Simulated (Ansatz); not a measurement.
fluoromethane (CH₃F), singlet, geometry from GFN2-xTB; B97M-V/def2-TZVP (Ansatz, a quantum-chemistry and plane-wave program).

Input for Ansatz:
Ansatz 0.2 input:
```yaml
crystal:
  periodic: [false, false, false]
  atoms:
    - {symbol: C, position_ang: [-0.61381076, 0.09837073, 0.07127920]}
    - {symbol: F, position_ang: [0.72439532, -0.11609326, -0.08412091]}
    - {symbol: H, position_ang: [-0.86205911, -0.06032531, 1.12128664]}
    - {symbol: H, position_ang: [-0.82870216, 1.12501025, -0.22731794]}
    - {symbol: H, position_ang: [-1.14593208, -0.61006993, -0.56455569]}
basis:
  gaussian:
    orbitals: def2-TZVP
hamiltonian:
  xc: {name: B97M-V}
```

The log (banner, timings and long lists left out):

```
Functional definition: B97M-V
468 factors; their error is unknown
mean field evaluation 1: about -3800.5272 eV, gradient 3.5e1 eV
mean field evaluation 2: about -3799.7253 eV, gradient 3.9e1 eV
mean field evaluation 4: about -3803.0952 eV, gradient 1.8e0 eV
mean field evaluation 8: about -3803.0872 eV, gradient 5.2e-2 eV
mean field -3803.08723506 eV, -139.7608780633 hartree, gradient 2.2e-5 eV, S^2 0.000000; 0 other end points of the search recorded, 0 dependent functions left out
reference -3803.08727217 eV, -139.7608794272 hartree; 9, 9 occupied and 71, 71 virtual orbitals, 468 factors
Total energy: -3803.08727217 eV, -139.7608794272 hartree
```
